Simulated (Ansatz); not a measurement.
Consider the homolysis of the Cl–Ga bond: `[F][Ga]([Cl])[Br]` → Cl• + `[F][Ga][Br]`•.

Isolated molecules relaxed with PBE0-D4/def2-TZVP in Ansatz; ΔE leaves out vibrations. CBS: MP2 limit from def2 TZ/QZ plus the TZ coupled-cluster correction, frozen cores. This one scheme is used for every species, atoms too. Functionals use def2-TZVPP. B3LYP here is the variant with VWN-RPA as its local correlation; programs differ in this. HSE06 is defined as in plane-wave codes. No spin–orbit coupling; open shells (•) take unrestricted orbitals. Spin–orbit coupling would lower the free atoms: a little for Cl. For Br, Ga outer-core shells are correlated without core-valence functions, so the limit isn't a true one: a few kJ/mol of doubt a bond, and 10 to 20 or more in all where bonds break to atoms. Scalar relativity is left out up to krypton.

```csv
level,ΔE (kJ/mol),difference from CCSD(T)/CBS
LDA (SPW92),459.3,32.9
PBE-D4,403.5,-22.9
r2SCAN-D4,408.3,-18.1
B97M-V,419.8,-6.6
PBE0-D4,407.6,-18.8
B3LYP-D4,389.5,-36.9
r2SCANh-D4,407.0,-19.4
r2SCAN0-D4,405.3,-21.1
HSE06-D4,407.8,-18.6
BHLYP-D4,392.7,-33.7
ωB97X-V,418.5,-7.9
ωB97M-V,412.9,-13.5
B2PLYP,399.0,-27.4
PBE-QIDH,420.6,-5.8
PBE,397.8,-28.6
revPBE,377.2,-49.2
BLYP,366.8,-59.6
r2SCAN,407.0,-19.4
PBE0,402.5,-23.9
B3LYP,380.1,-46.3
r2SCANh,405.5,-20.9
r2SCAN0,403.6,-22.8
BHLYP,383.8,-42.6
CAM-B3LYP,392.8,-33.6
LC-ωPBE,405.2,-21.2
HF/def2-SVP,315.6,-110.8
MP2/def2-SVP,414.1,-12.3
CCSD/def2-SVP,393.7,-32.7
CCSD(T)/def2-SVP,398.8,-27.6
HF/def2-TZVPP,312.9,-113.5
MP2/def2-TZVPP,431.6,5.2
SCS-MP2/def2-TZVPP,420.3,-6.1
CCSD/def2-TZVPP,402.9,-23.5
CCSD(T)/def2-TZVPP,411.4,-15.0
HF/def2-QZVPP,311.9,-114.5
MP2/def2-QZVPP,439.8,13.4
SCS-MP2/def2-QZVPP,429.2,2.8
HF/CBS(def2),311.8,-114.6
MP2/CBS(def2),446.5,20.1
CCSD/CBS(def2),417.9,-8.5
CCSD(T)/CBS,426.4,0
```

Largest T1 diagnostic among the species: 0.014.

Leaving LDA and LC-ωPBE aside and taking each functional with its dispersion term where it has one, the values, not all of them listed here, spread over 41.9 kJ/mol, from BLYP-D4 to PBE-QIDH. LDA lies +61.5 kJ/mol from PBE without D4, its usual overbinding. From BLYP to BHLYP (50 % exact exchange), in def2-TZVPP and without D4, ΔE moves by +17.0 kJ/mol. The D4 term adds +9.5 kJ/mol with B3LYP and +5.1 kJ/mol with PBE0; it sums over pairs of atoms, weighted by their polarisabilities, and B3LYP, whose exchange is more repulsive, gets the larger term.

CCSD(T)/CBS has its own doubt, a few kJ/mol and more with outer-core shells, so smaller differences from it don't rank the levels.
